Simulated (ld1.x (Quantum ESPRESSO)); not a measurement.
## Pseudopotential generation for Er (Z = 68): TM semilocal, PBEsol, scalar-relativistic.

- Element: Er (Z = 68)
- Generator: ld1.x (Quantum ESPRESSO) 7.5
- Type: norm-conserving Troullier–Martins (semilocal form)
- Functional: PBEsol
- Relativity: scalar-relativistic
- Frozen core: [Kr] 4d10
- Valence charge: 22
- Reference configuration: 4f12 5s2 5p6 5d0 6s2 6p0
- Partial waves: 5s (bound): rc 1.78 bohr; 5d (bound, empty): rc 2.40 bohr; 4f (bound): rc 0.85 bohr; 5p (bound): rc 2.45 bohr
- Local potential: the p channel
- Core correction: none

Occupied shells without a wave of their own: 6s. They enter only through the test configuration that unscreens the potential.

Poles of the logarithmic derivatives, all-electron (AE) and pseudo (PS). s: poles at -3.7, 3.5 (AE) and -3.7, 2.4 (PS) Ry. p: poles at -1.7 (AE) and -1.7, 4.2 (PS) Ry. d: poles at 1.1 (AE) and 1.1 (PS) Ry. f: poles at -0.2, 4.4 (AE) and -0.2, 4.4 (PS) Ry. Test radius 2.65 bohr.

- Largest excitation error: -2399 meV (all-electron minus pseudo) for 4f11 5s2 5p6 5d0 6s0 6p0, out of 7 test configurations

A Bessel basis up to 400 Ry misses an occupied level by 0.04 Ry, so cutoffs and ghosts were not judged. The potential misses its own reference levels by up to 0.4 eV.
